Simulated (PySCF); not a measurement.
PySCF job for CH₇ClOSi₃, SMILES Cl[Si@@H]1OC[SiH2][SiH2]1, TDA-CAM-B3LYP/def2-SVPD. Geometry: PBE0-D3(BJ)/def2-SVP. The structure was generated by enumeration; whether it is a known compound was not checked. One conformer was computed; it need not be the lowest.

```python
import numpy as np
from pyscf import gto, scf, dft, tdscf

mol = gto.M(
    atom='''
    Cl    2.28225112   -0.80814137   -0.45466972
    Si    0.78077687   -0.27142431    0.88097275
    O    -0.51119279   -1.31259376    0.70309111
    C    -1.33839994   -1.22335376   -0.44644800
    Si   -2.02353762    0.56821868   -0.63576662
    Si   -0.15502490    1.75644683    0.15425708
    H     1.28897504   -0.45624822    2.26190357
    H    -0.77865727   -1.51127423   -1.35602859
    H    -2.15928726   -1.94844236   -0.33192987
    H    -3.18552565    0.76352029    0.28421219
    H    -2.44407169    0.85083478   -2.04167843
    H     0.65471396    2.44140795   -0.89467618
    H    -0.48547500    2.69410122    1.26905705
    ''',
    basis='def2-SVPD',
    charge=0,
    spin=0,
    max_memory=1600,
    verbose=4,
)
mf = dft.RKS(mol, xc='cam-b3lyp').density_fit(auxbasis='def2-universal-jkfit')
mf.grids.level = 3
mf.conv_tol = 1e-9
mf.max_cycle = 100
mf.kernel()
mf.grids = dft.Grids(mol).set(level=1).build(with_non0tab=True)  # coarser grid for the response kernel
td = tdscf.TDA(mf)
td.singlet = True
td.nstates = 10
td.conv_tol = 1e-4
td.positive_eig_threshold = 1e-6
td.kernel(x0=td.get_init_guess(mf, 15))
td.analyze()
tt = tdscf.TDA(mf)
tt.singlet = False
tt.nstates = 4
tt.conv_tol = 1e-4
tt.positive_eig_threshold = 1e-6
tt.kernel(x0=tt.get_init_guess(mf, 9))
tt.analyze(verbose=3)
```

Log of the run:

```
PySCF version 2.14.0

[INPUT] verbose = 4
[INPUT] num. atoms = 13
[INPUT] num. electrons = 80
[INPUT] charge = 0
[INPUT] spin (= nelec alpha-beta = 2S) = 0
[INPUT] symmetry False subgroup None
[INPUT] Mole.unit = angstrom
[INPUT] Symbol           X                Y                Z      unit          X                Y                Z       unit  Magmom
[INPUT]  1 Cl     2.282251120000  -0.808141370000  -0.454669720000 AA    4.312829564282  -1.527165859231  -0.859201247933 Bohr   0.0
[INPUT]  2 Si     0.780776870000  -0.271424310000   0.880972750000 AA    1.475454448695  -0.512917609449   1.664797220705 Bohr   0.0
[INPUT]  3 O     -0.511192790000  -1.312593760000   0.703091110000 AA   -0.966014369952  -2.480442719213   1.328649638516 Bohr   0.0
[INPUT]  4 C     -1.338399940000  -1.223353760000  -0.446448000000 AA   -2.529209331734  -2.311803559857  -0.843664448860 Bohr   0.0
[INPUT]  5 Si    -2.023537620000   0.568218680000  -0.635766620000 AA   -3.823931904554   1.073777684062  -1.201424790940 Bohr   0.0
[INPUT]  6 Si    -0.155024900000   1.756446830000   0.154257080000 AA   -0.292954603488   3.319203461060   0.291503633975 Bohr   0.0
[INPUT]  7 H      1.288975040000  -0.456248220000   2.261903570000 AA    2.435809807000  -0.862184180620   4.274378267476 Bohr   0.0
[INPUT]  8 H     -0.778657270000  -1.511274230000  -1.356028590000 AA   -1.471448985202  -2.855894393813  -2.562522652180 Bohr   0.0
[INPUT]  9 H     -2.159287260000  -1.948442360000  -0.331929870000 AA   -4.080461545663  -3.682022429901  -0.627256546862 Bohr   0.0
[INPUT] 10 H     -3.185525650000   0.763520290000   0.284212190000 AA   -6.019771041277   1.442844238648   0.537083200363 Bohr   0.0
[INPUT] 11 H     -2.444071690000   0.850834780000  -2.041678430000 AA   -4.618626122903   1.607844711455  -3.858213067132 Bohr   0.0
[INPUT] 12 H      0.654713960000   2.441407950000  -0.894676180000 AA    1.237230074329   4.613592383836  -1.690692950372 Bohr   0.0
[INPUT] 13 H     -0.485475000000   2.694101220000   1.269057050000 AA   -0.917414790323   5.091113457657   2.398170260948 Bohr   0.0

nuclear repulsion = 527.41994002777
number of shells = 86
number of NR pGTOs = 304
number of NR cGTOs = 198
basis = def2-SVPD
ecp = {}


[settings echo left out]
init E= -1446.13421535495
  HOMO = -0.273324431645964  LUMO = -0.0336153167264333  gap/eV = 6.52282
cycle= 1 E= -1445.68758055563  delta_E= 0.447  |g|= 0.664  |ddm|= 4.51
  HOMO = -0.250934596799346  LUMO = -0.00938276385058145  gap/eV = 6.57296
cycle= 2 E= -1445.61118677224  delta_E= 0.0764  |g|= 0.95  |ddm|= 1.84
  HOMO = -0.325639029072364  LUMO = 0.00627290672048592  gap/eV = 9.03178
cycle= 3 E= -1445.78300617095  delta_E= -0.172  |g|= 0.0808  |ddm|= 0.932
  HOMO = -0.318073675165702  LUMO = 0.0132824293000532  gap/eV = 9.01666
cycle= 4 E= -1445.78438127906  delta_E= -0.00138  |g|= 0.0349  |ddm|= 0.176
  HOMO = -0.321396522529828  LUMO = 0.0115648626199188  gap/eV = 9.06034
cycle= 5 E= -1445.78473694058  delta_E= -0.000356  |g|= 0.00377  |ddm|= 0.0675
  HOMO = -0.321228912598833  LUMO = 0.0118466614830235  gap/eV = 9.06345
cycle= 6 E= -1445.78474239433  delta_E= -5.45e-06  |g|= 0.00112  |ddm|= 0.0108
  HOMO = -0.321363557767754  LUMO = 0.0117855157751082  gap/eV = 9.06545
cycle= 7 E= -1445.78474287263  delta_E= -4.78e-07  |g|= 0.00042  |ddm|= 0.00282
  HOMO = -0.321356235072732  LUMO = 0.0117929625942719  gap/eV = 9.06545
cycle= 8 E= -1445.78474293461  delta_E= -6.2e-08  |g|= 0.000108  |ddm|= 0.000862
  HOMO = -0.321353416918364  LUMO = 0.0117998453010623  gap/eV = 9.06556
cycle= 9 E= -1445.78474293915  delta_E= -4.54e-09  |g|= 3.12e-05  |ddm|= 0.000279
  HOMO = -0.321354724699178  LUMO = 0.0117991716220139  gap/eV = 9.06558
cycle= 10 E= -1445.78474293962  delta_E= -4.74e-10  |g|= 6.69e-06  |ddm|= 9.79e-05
  HOMO = -0.32135470158346  LUMO = 0.0117993287097574  gap/eV = 9.06558
Extra cycle  E= -1445.78474293964  delta_E= -1.71e-11  |g|= 5.1e-06  |ddm|= 2.48e-05
converged SCF energy = -1445.78474293964
tot grids = 53216
Overwritten attributes  positive_eig_threshold  of <class 'pyscf.tdscf.rks.TDA'>


******** <class 'pyscf.tdscf.rks.TDA'> for <class 'pyscf.df.df_jk.DFRKS'> ********
nstates = 10 singlet
deg_eia_thresh = 1.000e-03
wfnsym = None
conv_tol = 0.0001
eigh lindep = 1e-12
eigh level_shift = 0
eigh max_cycle = 100


Excitation energies (eV)
[5.6621535  6.17128399 6.76146652 6.86600496 6.93755461 7.06997575
 7.22496611 7.32129596 7.44202878 7.55336518]

** Singlet excitation energies and oscillator strengths **
Excited State   1:      5.66215 eV    218.97 nm  f=0.0070
      40 -> 41        0.44768
      40 -> 42       -0.52520
Excited State   2:      6.17128 eV    200.91 nm  f=0.1475
      40 -> 41       -0.50084
      40 -> 42       -0.43455
Excited State   3:      6.76147 eV    183.37 nm  f=0.0040
      39 -> 41       -0.46259
      39 -> 42        0.44456
      40 -> 43        0.24200
Excited State   4:      6.86600 eV    180.58 nm  f=0.0261
      39 -> 41        0.48283
      39 -> 42        0.45588
      40 -> 43        0.11009
Excited State   5:      6.93755 eV    178.71 nm  f=0.1299
      39 -> 42       -0.23455
      40 -> 43        0.58157
      40 -> 45        0.15895
      40 -> 46        0.15635
Excited State   6:      7.06998 eV    175.37 nm  f=0.1662
      40 -> 41        0.10394
      40 -> 44       -0.66307
      40 -> 45        0.10656
Excited State   7:      7.22497 eV    171.61 nm  f=0.0451
      38 -> 41        0.39788
      38 -> 42       -0.21293
      40 -> 46       -0.45797
Excited State   8:      7.32130 eV    169.35 nm  f=0.0272
      38 -> 41        0.43998
      40 -> 43       -0.20320
      40 -> 45        0.32364
      40 -> 46        0.25112
      40 -> 47        0.13374
Excited State   9:      7.44203 eV    166.60 nm  f=0.0269
      38 -> 42        0.58739
      39 -> 44       -0.11769
      40 -> 46       -0.22211
Excited State  10:      7.55337 eV    164.14 nm  f=0.0013
      38 -> 41        0.22842
      39 -> 43       -0.14459
      39 -> 44       -0.20130
      39 -> 45        0.18646
      40 -> 45       -0.41591
      40 -> 46        0.27090

** Transition electric dipole moments (AU) **
state          X           Y           Z        Dip. S.      Osc.
  1         0.1865     -0.1151     -0.0466      0.0502      0.0070
  2        -0.8443      0.3360     -0.3867      0.9753      0.1475
  3         0.0510     -0.1420     -0.0393      0.0243      0.0040
  4         0.3369     -0.0785      0.1878      0.1550      0.0261
  5        -0.4872     -0.6839     -0.2429      0.7640      0.1299
  6         0.6816     -0.5812      0.3965      0.9595      0.1662
  7        -0.4702      0.0940      0.1575      0.2547      0.0451
  8         0.2178      0.3209      0.0322      0.1515      0.0272
  9         0.3610     -0.0274     -0.1277      0.1474      0.0269
 10        -0.0721     -0.0266     -0.0311      0.0069      0.0013

** Transition velocity dipole moments (imaginary part, AU) **
state          X           Y           Z        Dip. S.      Osc.
  1         0.0213     -0.0294      0.0054      0.0013      0.0043
  2        -0.0981      0.0346     -0.0354      0.0121      0.0355
  3        -0.0005     -0.0204     -0.0015      0.0004      0.0011
  4         0.0595     -0.0213      0.0292      0.0048      0.0128
  5        -0.0770     -0.0998     -0.0389      0.0174      0.0455
  6         0.1372     -0.1242      0.0624      0.0382      0.0979
  7        -0.0799      0.0556     -0.0331      0.0106      0.0265
  8         0.0427      0.0392     -0.0076      0.0034      0.0085
  9         0.0553      0.0124      0.0204      0.0036      0.0088
 10        -0.0133      0.0099      0.0061      0.0003      0.0008

** Transition magnetic dipole moments (imaginary part, AU) **
state          X           Y           Z
  1         0.1831     -0.0871      0.1696
  2         0.3174      0.0743     -0.8123
  3         0.4163     -0.2133     -0.4711
  4        -0.6557     -0.1703      0.6708
  5         0.4003      0.1212     -0.7219
  6        -0.7522     -0.1353      0.8009
  7        -0.5641     -0.2684     -0.3062
  8         0.5107     -0.1819     -0.0796
  9        -0.0385      0.3890      0.4937
 10         0.6013      0.2209      0.4099


******** <class 'pyscf.tdscf.rks.TDA'> for <class 'pyscf.df.df_jk.DFRKS'> ********
nstates = 4 triplet
deg_eia_thresh = 1.000e-03
wfnsym = None
conv_tol = 0.0001
eigh lindep = 1e-12
eigh level_shift = 0
eigh max_cycle = 100


Excitation energies (eV)
[5.16791278 5.2805542  6.04321256 6.32603662]

** Triplet excitation energies and oscillator strengths **
Excited State   1:      5.16791 eV    239.91 nm  f=0.0000
Excited State   2:      5.28055 eV    234.79 nm  f=0.0000
Excited State   3:      6.04321 eV    205.16 nm  f=0.0000
Excited State   4:      6.32604 eV    195.99 nm  f=0.0000
```

Self-consistency was reached.

Cost: very roughly 9 core-minutes.
